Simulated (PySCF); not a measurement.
C₂H₇Ga. Atoms are numbered in the order given.

```xyz
10

Ga    -0.0002    -0.3280     0.0000
H      0.0016    -1.9094     0.0000
C      0.0000     0.6147     1.7302
H      0.8889     0.3287     2.3166
H     -0.0099     1.7092     1.6233
H     -0.8768     0.3130     2.3269
C      0.0000     0.6147    -1.7302
H      0.8889     0.3287    -2.3166
H     -0.8768     0.3130    -2.3269
H     -0.0099     1.7092    -1.6233
```
Charge 0, spin multiplicity 1.

The structure is a stationary point at PBE0-D3(BJ)/def2-SVP. The structure was generated by enumeration; whether it is a known compound was not checked.

All values below come from B3LYP/def2-TZVPD (PySCF).

Mulliken values depend strongly on the basis, most of all with diffuse functions as here. ESP charges are fitted to the potential on shells at 1.4 to 2.0 van der Waals radii. Atomic charges (e):

```csv
atom,ESP fit,IAO,Mulliken
Ga1,0.88,…,0.51
H2,-0.31,…,-0.16
C3,-0.71,…,-0.91
H4,0.14,…,0.23
H5,0.14,…,0.27
H6,0.14,…,0.23
C7,-0.71,…,-0.91
H8,0.14,…,0.23
H9,0.14,…,0.23
H10,0.14,…,0.27
```

Task: Some entries are withheld; supply them. (The exact figures need the calculation; the answer reports its results.)

Result: 
- Ga1, IAO: 0.74
- H2, IAO: -0.17
- C3, IAO: -0.73
- H4, IAO: 0.15
- H5, IAO: 0.14
- H6, IAO: 0.15
- C7, IAO: -0.73
- H8, IAO: 0.15
- H9, IAO: 0.15
- H10, IAO: 0.14
